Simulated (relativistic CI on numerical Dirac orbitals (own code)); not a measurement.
## Sensitivity of the levels of Ta56+ to α and to the nuclear radius

These numbers are calculated, not measured: Dirac-Coulomb-Breit CI, KLI orbitals optimised for each configuration, derivatives by finite differences, unscaled Slater integrals, QED left out (own radial code, finite nucleus).

Configuration list (outside the closed core [Ne]): 3s2 3p5, 3s 3p6, 3s2 3p4 3d, 3s 3p5 3d, 3p6 3d, 3s 3p4 3d2, 3p5 3d2, 3p4 3d3. Double excitations out of closed p, d and f shells are left out; levels of such configurations are missing from the list, as are those of other unlisted configurations, and high levels can miss mixing partners.

With x = (α/α₀)² − 1 an excitation energy changes as ω = ω₀ + qx; K = 2q/ω₀ is the relative enhancement. Terms are leading LS components, so labels can repeat. The field-shift factor is F = δν/δ⟨r²⟩ for the transition from the lowest level.

Lowest level 3s2 3p5 2P°_3/2.

```csv
Level,ω₀ (cm⁻¹),q (cm⁻¹),K,F (GHz/fm²)
3s2 3p4 3d 4D_3/2,1841425,118200,0.128,8.17
3s2 3p4 3d 4D_5/2,1890177,132400,0.14,9.71
3s2 3p4 3d 4P_1/2,1897734,133200,0.14,-12.3
3s2 3p4 3d 2F_7/2,1921415,108500,0.113,11.3
3s2 3p4 3d 2D_3/2,2086197,133500,0.128,9.24
3s2 3p4 3d 2F_7/2,2451597,722000,0.589,23.8
3s2 3p4 3d 4F_9/2,2472758,713100,0.577,28.4
3s2 3p4 3d 2P_1/2,2523565,766300,0.607,-73.3
3s2 3p5 2P°_1/2,2629702,3.189e+06,2.43,-420
3s2 3p4 3d 2D_5/2,2706674,735900,0.544,21.5
3s2 3p4 3d 2P_3/2,2766789,751700,0.543,22.8
3s2 3p4 3d 2D_5/2,2804869,757300,0.54,13.9
3s 3p6 2S_1/2,4134594,3.463e+06,1.67,-5230
3s2 3p4 3d 4D_1/2,4378158,3.304e+06,1.51,-527
3s2 3p4 3d 4D_3/2,4462813,3.3e+06,1.48,-403
3s2 3p4 3d 4F_5/2,4529440,3.283e+06,1.45,-399
3s2 3p4 3d 2G_7/2,4542671,3.277e+06,1.44,-399
3s2 3p4 3d 2D_5/2,4805563,3.286e+06,1.37,-407
3s2 3p4 3d 2P_3/2,4827257,3.305e+06,1.37,-404
3s2 3p4 3d 2P_1/2,4879347,3.38e+06,1.39,-1670
3s2 3p4 3d 4D_7/2,5022790,3.896e+06,1.55,-389
3s2 3p4 3d 2P_3/2,5092714,3.904e+06,1.53,-396
3s2 3p4 3d 2F_5/2,5126004,3.906e+06,1.52,-393
```

At this charge energies of transitions that change n are usually good to better than 1 %, and those within a shell (Δn = 0) to a few per cent.
